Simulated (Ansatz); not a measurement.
Cost and result for the atomization energy of CH5AlBNO (`B1C[NH][AlH][O]1`) (10 atoms, 10 bonds).

Cartesian coordinates in Å:
```
B -0.9280 -0.5009 0.8210
C -0.2200 -0.7994 -0.5726
N 0.7535 0.2629 -0.8286
Al 0.7034 1.3921 0.5188
O -0.5256 0.6139 1.4764
H -1.7774 -1.2135 1.2863
H -0.9874 -0.8668 -1.3597
H 0.2450 -1.7972 -0.5345
H 1.2735 0.1923 -1.6849
H 1.4628 2.7165 0.8779
```

Total charge 0; spin multiplicity 1. The geometry is a stationary point of PBE0-D4/def2-TZVP. Program: Ansatz. All runs use 2 threads of an Arm Neoverse V1 on a shared host. Times are those of one run each, without the atoms' runs, and a repeat can differ threefold. Electronic energies, without spin–orbit coupling; frozen cores. CCSD(T)/CBS adds CCSD(T) − MP2 in def2-TZVPP to the MP2 limit, and its time is that of the two runs behind it. T1 = 0.014. HSE06 is the plane-wave form, built on full-range PBE exchange.

CCSD(T)/CBS is a level of theory with its own doubt, some kJ/mol a heavy atom from the limit and from the frozen cores, so smaller differences don't rank the functionals.

```tsv
level	functions	wall time	atomization (kJ/mol)	difference from CCSD(T)/CBS	per bond
LDA (SPW92)/def2-TZVPP	236	2 s	4487.0	568.2	56.8
BHLYP-D4/def2-TZVPP	236	4.6 s	3812.7	-106.1	-10.6
PBE0-D4/def2-TZVPP	236	4.7 s	3924.2	5.4	0.5
HSE06-D4/def2-TZVPP	236	5 s	3927.0	8.2	0.8
CAM-B3LYP-D4/def2-TZVPP	236	5.5 s	3955.7	36.9	3.7
CCSD(T)/def2-SVP	99	5.5 s	3708.0	-210.8	-21.1
r2SCAN-D4/def2-TZVPP (with forces)	236	8 s	3939.6	20.8	2.1
B2PLYP/def2-TZVPP	236	8.5 s	3891.0	-27.8	-2.8
B97M-V/def2-TZVPP	236	14 s	3945.8	27.0	2.7
ωB97M-V/def2-TZVPP (with forces)	236	18 s	3945.7	26.9	2.7
MP2/def2-QZVPP	448	32 s	3969.8	51.0	5.1
CCSD(T)/def2-TZVPP	236	8.3 min	3810.2	-108.6	-10.9
CCSD(T)/CBS(def2)	–	8.8 min	3918.8	0.0	0.0
```

Leaving LDA and LC-ωPBE aside and taking each functional with its dispersion term where it has one, the values, not all of them listed here, spread over 185.7 kJ/mol, from BHLYP-D4 to PBE-D4. LDA lies +508.8 kJ/mol from PBE without D4, its usual overbinding. From BLYP to BHLYP (50 % exact exchange), in def2-TZVPP and without D4, the atomization energy moves by −91.9 kJ/mol: exact exchange takes away binding that semilocal exchange gives to molecules. In def2-TZVPP, CCSD(T) changes the Hartree–Fock value by +953.4 kJ/mol (the triples alone add +60.2 kJ/mol) and MP2 by +1047.7 kJ/mol; breaking electron pairs costs correlation energy, which Hartree–Fock lacks.
